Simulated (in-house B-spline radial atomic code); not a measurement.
# Neutral gadolinium: [Xe] 4f7 5d2 6s1 (an excited or competing configuration)

All numbers are computed (Dirac-Hartree-Fock, average of configuration; Fermi nucleus of rms radius 5.1569 fm) with an all-electron radial atomic-structure program (B-spline basis), not measured.

Screening seen three ways: the hydrogenic charge with the same mean radius, Z_r = [3n² - l(l+1)]/(2<r>), the one with the same energy, Z_e = n√(-2ε), and Slater's rules. Values are occupation-weighted means over j. An effective charge above Z reflects the relativistic contraction of the inner shells.

```
shell  electrons   ε (eV)  <r> (bohr)    Z_r    Z_e  Slater
   1s          2   -50542      0.0219  68.48  60.95   63.70
   2s          2  -8462.4     0.09266  64.75  49.88   59.85
   2p          6  -7550.1     0.08208  60.92  47.11   59.85
   3s          2  -1926.1      0.2431  55.53  35.69   52.75
   3p          6  -1634.9      0.2417  51.72  32.89   52.75
   3d         10    -1237      0.2208  47.54  28.61   42.85
   4s          2  -410.64      0.5529  43.40  21.98   36.25
   4p          6  -311.38      0.5843  39.36  19.14   36.25
   4d         10  -167.99      0.6377  32.93  14.06   24.85
   5s          2  -59.435        1.36  27.58  10.45   12.30
   5p          6   -32.68       1.583  23.06   7.75   12.30
   4f          7  -17.906      0.8372  21.50   4.59   15.90
   6s          1   -5.142       4.468  12.09   3.69    2.50
   5d          2   -4.504       3.005  11.48   2.88    2.65
```

The least bound orbital is 5d5/2 at -4.446 eV, while the most diffuse is 6s1/2 (<r> = 4.468 bohr against 3.039 bohr): energy order and size order differ.

Spin-orbit splittings of the orbital energies (j = l + 1/2 above j = l - 1/2 when positive): 2p 697.8 eV, 3p 146 eV, 3d 31.41 eV, 4p 32.76 eV, 4d 6.019 eV, 5p 4.601 eV, 4f 0.7642 eV, 5d 0.144 eV.

For the 1s electron the small component carries 5.69 % of the norm, the zero-frequency Breit interaction raises the level by 150.9 eV, self-energy by 90.3 eV, and vacuum polarisation lowers it by 14.72 eV.
